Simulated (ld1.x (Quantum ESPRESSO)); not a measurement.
## Re (Z = 75): TM pseudisation with LDA (PZ), scalar-relativistic reference atom.

rhenium, norm-conserving Troullier–Martins (Kleinman–Bylander form), made with ld1.x (Quantum ESPRESSO) 7.5 (LDA (PZ), scalar-relativistic). Core [Xe] 4f14, reference 5d5 6s1 6p0 (charge +1). Waves: 6p (bound, empty): rc 3.20 bohr; 5d (bound): rc 2.40 bohr; 6s (bound): rc 2.05 bohr. Local part: the s channel. Core correction: none.

All-electron outer shells of the reference configuration (LDA (PZ), scalar-relativistic, ld1.x):

| shell | level (eV) | outermost node (bohr) | outermost maximum (bohr) |
| --- | --- | --- | --- |
| 4f | -50.44 | – | 0.41 |
| 5d | -13.21 | 0.62 | 1.41 |
| 6s | -13.00 | 1.24 | 2.48 |
| 6p | -7.17 | 1.47 | 3.22 |

Problem. Estimate the cutoffs (Ry, on a coarse ladder) from which the occupation-weighted sum of valence levels, in a spherical-Bessel basis at the reference potential, stays within 10 and 1 mRy of its value at 400 Ry.

Solution. 30 Ry and 40 Ry.

Problem. What does a ghost test show?

Solution. No extra level below or beside the all-electron valence levels (p, d, s, f tested).

Problem. Tests: 5d5 6s2 6p0; 5d5 6s0 6p0; 5d4 6s0 6p0; 5d6 6s0 6p0; 5d5 6s0 6p2; 5d4 6s2 6p1; 5d4 6s2 6p0. Which has the largest error in its energy relative to the reference configuration, and how large is it?

Solution. 5d4 6s2 6p1, with -30 meV (all-electron minus pseudo) on -4.40 eV.
